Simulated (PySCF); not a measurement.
Molecule: C$_{4}$H$_{3}$N$_{2}$, charge 0, multiplicity 2. It need not be the lowest isomer of its formula. 
Geometry from a B3LYP-D3(BJ)/def2-TZVP (Ansatz) optimisation:
```xyz
9

C     -0.2980    -1.3174    -0.1740
C     -1.3334    -0.4010    -0.0894
C     -0.9069     0.9110     0.0876
N      0.3835     1.2511     0.1682
C      1.2687     0.2750     0.0717
N      0.9454    -1.0208    -0.1003
H     -2.3789    -0.6637    -0.1531
H     -1.6269     1.7194     0.1679
H      2.3204     0.5262     0.1341
```
Charge 0, spin multiplicity 2.

Dispersion corrections to the total energy (kcal/mol) from the dftd3 and dftd4 libraries through PySCF: D3(BJ) without and D4 with the three-body term, each with the damping fitted for the functional named.

```json
[
 {"functional": "HSE06", "D3(BJ)": "-3.17", "D4": "-3.93"},
 {"functional": "TPSS", "D3(BJ)": "-6.43", "D4": "-7.03"},
 {"functional": "B2PLYP", "D3(BJ)": "-4.06", "D4": "___"},
 {"functional": "B2GP-PLYP", "D3(BJ)": "-3.07", "D4": "___"},
 {"functional": "TPSSh", "D3(BJ)": "-5.84", "D4": "-6.34"},
 {"functional": "B3LYP", "D3(BJ)": "-8.97", "D4": "___"},
 {"functional": "BP86", "D3(BJ)": "-7.96", "D4": "-6.69"}
]
```

### Question
Complete the blanks.

### Answer

- B2PLYP, D4: -3.58
- B2GP-PLYP, D4: -2.11
- B3LYP, D4: -8.35
